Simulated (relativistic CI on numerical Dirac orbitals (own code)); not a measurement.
## Transition arrays of Se¹²⁺

Calculated at this level of theory: Dirac-Coulomb-Breit CI, KLI orbitals optimised for each configuration, QED by a radiative potential, valence Slater integrals scaled by 0.9, whole transition arrays (own radial code, finite nucleus).

CI space (outside the closed core [Ne] 3s2): 3p6 3d4, 3p6 3d3 4f, 3p5 3d5, 3p6 3d3 4p, 3p6 3d3 5f. Levels of other configurations are missing.

All E1 lines from the levels of 3p6 3d4; mean and standard deviation are weighted by gf, and upper levels are sorted by their leading configuration.

```
Upper configuration  Lines    Σgf  Mean (eV)  Mean (nm)  σ (eV)  Strongest line (nm)
         3p6 3d3 4f   2825  487.4     232.87      5.324    3.58                5.284
            3p5 3d5   3245  337.0     118.19     10.490    8.68                9.626
         3p6 3d3 4p   1718   37.6     167.81      7.388    3.54                7.324
         3p6 3d3 5f   2825  224.3     285.62      4.341    3.96                4.319
```

Σgf per state of the lower configuration in bins of 0.2 nm over the central range (centre: value): 4.3: 0.89, 4.5: 0.18, 5.1: 0.03, 5.3: 1.84, 5.5: 0.43, 7.3: 0.09, 7.5: 0.05, 9.5: 0.06, 9.7: 0.25, 9.9: 0.12, 10.1: 0.22, 10.3: 0.13, 10.5: 0.17, 10.7: 0.13, 10.9: 0.11, 11.1: 0.07, 11.3: 0.05, 11.5: 0.09, 11.7: 0.05.

**Question.** How do configuration mixing and the scaling of the Slater integrals move the arrays?

**Answer.** Slater scale 0.9, no configuration mixing: 3p6 3d3 4f 232.8 ± 3.5 eV (Σgf 462.7), 3p5 3d5 118.4 ± 8.7 eV (Σgf 367.8), 3p6 3d3 4p 168.0 ± 3.4 eV (Σgf 45.7), 3p6 3d3 5f 285.5 ± 3.9 eV (Σgf 167.4); Slater scale 1: 3p6 3d3 4f 233.2 ± 4.0 eV (Σgf 493.7), 3p5 3d5 119.8 ± 9.5 eV (Σgf 337.7), 3p6 3d3 4p 167.8 ± 4.0 eV (Σgf 36.6), 3p6 3d3 5f 285.8 ± 4.4 eV (Σgf 228.0); Slater scale 0.8: 3p6 3d3 4f 232.5 ± 3.2 eV (Σgf 481.1), 3p5 3d5 116.6 ± 7.8 eV (Σgf 336.2), 3p6 3d3 4p 167.8 ± 3.1 eV (Σgf 38.6), 3p6 3d3 5f 285.4 ± 3.5 eV (Σgf 220.7). With mixing, levels are counted to their leading configuration, so an array can shrink or vanish into another, and the sums then hold other lines.
